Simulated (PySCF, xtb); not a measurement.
C4H9NSi, SMILES CC#C[SiH2]CN.

GFN2-xTB (xtb) at its own geometry gives an orbital gap of 4.20 eV and a dipole moment of 1.97 D.

Coordinates come from a PBE0-D3(BJ)/def2-SVP optimisation. This is a generated structure with no PubChem entry under its InChIKey; it may be hypothetical. One conformer was computed; it need not be the lowest.

### Question
What does PySCF with B3LYP/def2-TZVP give? (An estimate is asked for; the answer gives what the named calculation found.)

### Answer
gap 6.52 eV (levels -6.57 and -0.05 eV), dipole 2.27 D.
